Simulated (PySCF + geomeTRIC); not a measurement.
Calculation: PySCF + geomeTRIC with TPSS-D3(BJ)/def2-SVP. fastk is a local helper that only speeds up exchange builds. No frequencies were computed at this level.

```python
import json, numpy as np
from pyscf import gto, dft
from fastk import lowrank_exchange
atoms = """
Zn     0.000000     0.000000     0.000000
Cl    -1.959281    -0.784805    -0.375842
Cl     1.959281     0.784805     0.375842
"""
def scf(charge, spin, dm0=None):
    mol = gto.M(atom=atoms, basis='def2-svp', ecp={}, charge=charge, spin=spin, verbose=3, max_memory=3360)
    mf = dft.KS(mol, xc='tpss').density_fit(auxbasis="def2-universal-jkfit")
    mf.disp = 'd3bj'
    mf.grids.level = 3
    mf.conv_tol = 1e-8
    mf.max_cycle = 120
    mf.level_shift = 0.25
    mf.kernel(dm0)
    if not mf.converged:
        mf = mf.newton().run(mf.mo_coeff, mf.mo_occ).undo_soscf()
    return mf
mf = scf(0, 0)
from pyscf.geomopt.geometric_solver import kernel as optimize
path = []
done, mol = optimize(mf, maxsteps=120, assert_convergence=False, callback=lambda env: path.append((env["energy"], bool(env["g_scanner"].converged))))
res = dict(converged=bool(done and path[-1][1]), energy=path[-1][0], path=[e for e, c in path], xyz=mol.atom_coords(unit="Angstrom").tolist(), nao=mol.nao)
json.dump(res, open("result.json", "w"))
```

Output:

```
converged SCF energy = -2699.4054213263
Geometry optimization cycle 1
converged SCF energy = -2699.40542132573
cycle 1: E = -2699.40542133  dE = -2699.41  norm(grad) = 0.015807
Geometry optimization cycle 2
converged SCF energy = -2699.40619084243
cycle 2: E = -2699.40619084  dE = -0.000769517  norm(grad) = 0.00563078
Geometry optimization cycle 3
converged SCF energy = -2699.40629237961
cycle 3: E = -2699.40629238  dE = -0.000101537  norm(grad) = 0.000576003
Geometry optimization cycle 4
converged SCF energy = -2699.40629376458
cycle 4: E = -2699.40629376  dE = -1.38497e-06  norm(grad) = 0.000143571
Geometry optimization cycle 5
converged SCF energy = -2699.40629445513
cycle 5: E = -2699.40629446  dE = -6.9055e-07  norm(grad) = 0.000360471
<class 'geometric.internal.Distance'> : 2
<class 'geometric.internal.LinearAngle'> : 2
<class 'geometric.internal.TranslationX'> : 1
<class 'geometric.internal.TranslationY'> : 1
<class 'geometric.internal.TranslationZ'> : 1
<class 'geometric.internal.RotationA'> : 1
<class 'geometric.internal.RotationB'> : 1
<class 'geometric.internal.RotationC'> : 1
Step    0 : Gradient = 9.126e-03/1.118e-02 (rms/max) Energy = -2699.4054213257
Step    1 : Displace = 2.172e-02/2.661e-02 (rms/max) Trust = 1.000e-01 (=) Grad = 3.251e-03/3.982e-03 (rms/max) E (change) = -2699.4061908424 (-7.695e-04) Quality = 1.367
Step    2 : Displace = 1.206e-02/1.477e-02 (rms/max) Trust = 1.414e-01 (+) Grad = 3.326e-04/4.073e-04 (rms/max) E (change) = -2699.4062923796 (-1.015e-04) Quality = 0.905
Step    3 : Displace = 9.879e-04/1.210e-03 (rms/max) Trust = 2.000e-01 (+) Grad = 8.289e-05/1.015e-04 (rms/max) E (change) = -2699.4062937646 (-1.385e-06) Quality = 0.948
Step    4 : Displace = 6.863e-04/8.406e-04 (rms/max) Trust = 2.828e-01 (+) Grad = 2.081e-04/2.549e-04 (rms/max) E (change) = -2699.4062944551 (-6.906e-07) Quality = 0.451
Converged! =D
```

Cost: about 27 core-seconds (a rough figure).
